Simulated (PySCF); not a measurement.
An equivalent PySCF input for Te+ (tellurium, charge +1), [Kr] 4d10 5s2 5p3, high-spin 4S determinant, with the spin-free X2C one-electron Hamiltonian (Gaussian nucleus):

```python
from pyscf import gto, scf, dft, mp, cc
import basis_set_exchange as bse
mol = gto.M(atom="Te 0 0 0", charge=1, spin=3, symmetry="D2h",
            basis=gto.basis.parse(bse.get_basis("aug-cc-pwCVTZ-DK3", elements=["Te"], fmt="nwchem", augment_diffuse=1)),
            nucmod="G")
mf = dft.UKS(mol, xc="PBE").sfx2c1e()
mf.irrep_nelec = {'Ag': (9, 9), 'B1g': (2, 2), 'B2g': (2, 2), 'B3g': (2, 2), 'B1u': (4, 3), 'B2u': (4, 3), 'B3u': (4, 3)}
mf.kernel()
```

It reaches the same state as the run whose output follows, with an energy that differs only through the grid. The run itself started from symmetry-adapted Hartree-Fock orbitals and held the occupation by maximum overlap, on a logarithmic radial grid, so the iterations belong to that start.

```
SCF conv_tol = 1e-09
number electrons alpha = 27  beta = 24
XC functionals = PBE
    J. P. Perdew, K. Burke, and M. Ernzerhof.,  Phys. Rev. Lett. 77, 3865 (1996)
    J. P. Perdew, K. Burke, and M. Ernzerhof.,  Phys. Rev. Lett. 78, 1396 (1997)
    J. P. Perdew, K. Burke, and M. Ernzerhof.,  Phys. Rev. Lett. 77, 3865 (1996)
    J. P. Perdew, K. Burke, and M. Ernzerhof.,  Phys. Rev. Lett. 78, 1396 (1997)
cycle= 1 E= -6792.74827951707  delta_E= -0.0178  |g|= 0.056  |ddm|= 0.503
cycle= 2 E= -6792.74839856298  delta_E= -0.000119  |g|= 0.0138  |ddm|= 0.0654
cycle= 3 E= -6792.74842203172  delta_E= -2.35e-05  |g|= 0.0104  |ddm|= 0.0245
cycle= 4 E= -6792.74843423351  delta_E= -1.22e-05  |g|= 0.000305  |ddm|= 0.0068
cycle= 5 E= -6792.7484342621  delta_E= -2.86e-08  |g|= 1.92e-05  |ddm|= 0.000599
cycle= 6 E= -6792.74843426223  delta_E= -1.24e-10  |g|= 1.04e-06  |ddm|= 5.35e-05
converged SCF energy = -6792.74843426223  <S^2> = 3.7507678  2S+1 = 4.0003839
```
